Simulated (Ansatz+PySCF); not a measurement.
## singlet CuH: levels of theory in one basis

```yaml
atoms:
  - { symbol: Cu, position_ang: [0.0000, 0.0000, -0.0738] }
  - { symbol: H, position_ang: [0.0000, 0.0000, 2.1404] }
```

Basis set: cc-pVDZ (spherical functions). Left uncorrelated: 5 orbitals. Charge 0, multiplicity 1.

Computed with Ansatz (development build ahead of 0.2.0); each method stands on the lowest determinant of its kind that the runs found. NEVPT2 correlates all electrons. Active spaces start from the frontier orbitals, and the lowest solution found is given.

```
        method  E − E(RHF) (eV)  <S²> of the determinant
           RHF             0.00                     0.00
           UHF            -0.11                     0.45
       RHF-MP2           -18.35                        –
      RHF-CCSD           -15.96                        –
   RHF-CCSD(T)           -16.40                        –
   UHF-CCSD(T)           -16.37                     0.45
   CASSCF(2,2)            -0.79                        –
SC-NEVPT2(2,2)           -19.21                        –
```

(1) What does UHF-MP2 give on the same scale?

(2) Is a single determinant a sound starting point here?

Results:

(1) -18.27 eV.

(2) Only with care. Unrestricted orbitals gain 0.11 eV and <S²> is 0.45 against 0.00 for a pure state, so spin symmetry breaks but gains little energy; restricted orbitals can still serve.

Caution for UHF, UHF-MP2, UHF-CCSD(T): the unrestricted determinant is spin contaminated. Caution for RHF-MP2, UHF-MP2, RHF-CCSD, RHF-CCSD(T), UHF-CCSD(T): bonds are stretched, where a single reference can fail. Caution for UHF-MP2, UHF-CCSD(T): a plain start can end on a higher determinant. Caution for UHF-MP2: another reference gives a lower total.
